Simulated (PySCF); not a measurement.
PySCF input for C₃H₄F₂O, SMILES O[C@H]1CC1(F)F, HF/pcSseg-1. Geometry optimised at B3LYP-D3(BJ)/def2-SVP. Other conformers were not sampled.

```python
import numpy as np
from pyscf import gto, scf, dft
from pyscf.prop.nmr import rhf as nmr

mol = gto.M(
    atom='''
    O     1.82819370   -0.61057685    0.33506260
    C     0.59351974   -0.78292947   -0.26422841
    C    -0.67020453   -1.00726357    0.60077654
    C    -0.44977858    0.26306461   -0.12995160
    F    -1.23234523    0.60718119   -1.16550511
    F    -0.10416351    1.36495749    0.58083421
    H     1.88804815    0.30444626    0.64554440
    H     0.63260283   -1.33117322   -1.21275297
    H    -1.43514796   -1.69177075    0.22481891
    H    -0.52369360   -0.98336524    1.68434801
    ''',
    basis='pcSseg-1',
    charge=0,
    spin=0,
    max_memory=1600,
    verbose=3,
)
mf = scf.RHF(mol)
mf.conv_tol = 1e-10
mf.max_cycle = 100
mf.kernel()
n = nmr.NMR(mf)
n.verbose = 2
n.max_cycle_cphf = 60
sigma = n.kernel()
print('atom   isotropic/ppm   span/ppm')
for i, s in enumerate(sigma):
    w = np.linalg.eigvalsh((s + s.T) / 2)
    print(f'{mol.atom_symbol(i):2s}{i + 1:3d} {w.mean():14.3f} {w[2] - w[0]:11.3f}')
```

Log of the run:

```
converged SCF energy = -389.559754079861
atom   isotropic/ppm   span/ppm
O   1        335.008      82.000
C   2        146.708      91.886
C   3        172.505      53.812
C   4         90.187      69.154
F   5        363.231     222.253
F   6        380.868     225.378
H   7         29.853      23.853
H   8         28.174      12.565
H   9         30.246      13.465
H  10         30.381      12.320
```

The calculation finished and met its thresholds.

Cost: roughly 14 core-seconds.
